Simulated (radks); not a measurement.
Values are calculated unless marked as measured or tabulated.
Question: Orbital eigenvalues (eV) of the rubidium ion Rb14+, [Ar] 3d5, of relativity; Dirac values are averaged over j with weights 2j + 1. Spin-unpolarised spherical Kohn-Sham, BLYP, point nucleus unless stated (finite: rms radius 4.2036 fm), a radial shooting solver on a logarithmic mesh with Libxc functionals. A level marked "c x" has the speed of light scaled by that factor and shares open shells by 2j + 1; other Dirac levels either fill j = l - 1/2 first or share by 2j + 1.

shell  non-rel.
1s       -15164
2s      -2359.0
2p      -2181.8
3s      -651.08
3p      -587.22
3d      -475.93

Give the values at the level "Dirac, 2j+1 shares, finite nucleus".

Answer: 
shell  Dirac, 2j+1 shares, finite nucleus  change of magnitude (%)
1s                                 -15449                    +1.88
2s                                -2424.9                    +2.79
2p                                -2199.0                    +0.79
3s                                -664.86                    +2.12
3p                                -591.40                    +0.71
3d                                -474.35                    -0.33
